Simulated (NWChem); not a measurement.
Species: BNH3, doublet; SMILES [BH]N

Program: NWChem. Spin-unrestricted. In the optimisation the excess spin sits in a' (Cs, its own frame). Coordinates come from a PBE-D3(BJ)/def2-SVP, spin-unrestricted optimisation. No stability test was run on the SCF state. Total energies compare along this basis series because the functional is fixed.

```
level             basis functions  energy (Ha)  highest occupied level (eV)  lowest empty minus highest occupied level, either spin (eV)  dipole (D)   <S²>  relative time
----------------  ---------------  -----------  ---------------------------  -----------------------------------------------------------  ----------  -----  -------------
PBE0/cc-pVDZ                   43     -81.2625                        -5.29                                                         4.80        2.45  0.754              1
PBE0/aug-cc-pVDZ               73     -81.2703                        -5.47                                                         4.58        2.25  0.754              2
PBE0/cc-pVTZ                  102     -81.2892                        -5.41                                                         4.71        2.33  0.754              5
PBE0/aug-cc-pVTZ              161     -81.2907                        -5.47                                                         4.59        2.25  0.754             20
PBE0/cc-pVQZ                  200     -81.2959                        -5.44                                                         4.67        2.29  0.754             20
```

The last column is a rough cost ratio, cheapest run = 1.
